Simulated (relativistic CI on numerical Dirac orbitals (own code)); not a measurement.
## What each ingredient does to the levels of Ta XX

Base calculation: Dirac-Coulomb-Breit CI, orbitals from a KLI potential per configuration, a model potential for QED, unscaled Slater integrals.

Configuration list (outside the closed core [Ar] 3d10 4d10): 4s²4p⁶4f⁸, 4s²4p⁶4f⁷5s, 4s²4p⁶4f⁶5s², 4s²4p⁶4f⁷5p, 4s²4p⁶4f⁶5s5p, 4s²4p⁶4f⁷6s, 4s²4p⁵4f⁹, 4p⁶4f¹⁰, 4s4p⁶4f⁸5s. Levels of other configurations are missing.

Variants: (1) QED terms removed; (2) one mean potential for all configurations. Shifts of the energy above 4s²4p⁶4f⁸ ⁷F6, in cm⁻¹, for the lowest level and the first level of each name with at least 55 % of one term (blank where a level changes its place among those of its configuration and J or its character, or is not in the variant):

| Level | Base | Δ(1) | Δ(2) |
| --- | --- | --- | --- |
| 4s²4p⁶4f⁸ ⁷F6 | 0.0 | 0.0 | 0.0 |
| 4s²4p⁶4f⁸ ⁷F5 | 7798.1 | -40.3 | -225.5 |
| 4s²4p⁶4f⁸ ⁷F4 | 10628.4 | -30.4 | -100.9 |
| 4s²4p⁶4f⁸ ⁷F3 | 14368.3 | -54.8 | -245.7 |
| 4s²4p⁶4f⁸ ⁷F2 | 16489.2 | -59.2 | -251.4 |
| 4s²4p⁶4f⁸ ⁷F1 | 18235.4 | -70.2 | -315.5 |
| 4s²4p⁶4f⁸ ⁷F0 | 18985.0 | -72.8 | -325.2 |
| 4s²4p⁶4f⁸ ⁵D4 | 38395.9 | -11.0 | +516.9 |
| 4s²4p⁶4f⁸ ⁵L10 | 50856.3 | -15.6 | +609.4 |
| 4s²4p⁶4f⁸ ⁵L9 | 56591.0 | -42.6 | +466.7 |
| 4s²4p⁶4f⁸ ⁵L8 | 58307.3 | -33.7 | +572.4 |
| 4s²4p⁶4f⁸ ⁵L6 | 58958.0 | -31.6 | +627.6 |
| 4s²4p⁶4f⁸ ⁵G2 | 61706.8 | -42.0 | +577.7 |
| 4s²4p⁶4f⁸ ⁵F5 | 71125.4 | -11.5 | +959.2 |

At this charge energies of transitions that change n are usually good to better than 1 %, and those within a shell (Δn = 0) to a few per cent. Terms inside the open d or f shell come out 10 to 20 % too wide with unscaled integrals.

Ionisation energy from the two ground configurations alone: base 492.819 eV. The NIST ASD value (theoretical) is 530 eV. The gap of more than 2 % comes from missing correlation, or from a tabulated value that is itself an estimate.

LS names give the leading component of a level, which can be under half, so a name can repeat, a term be missing and a line seem to break the LS rules.
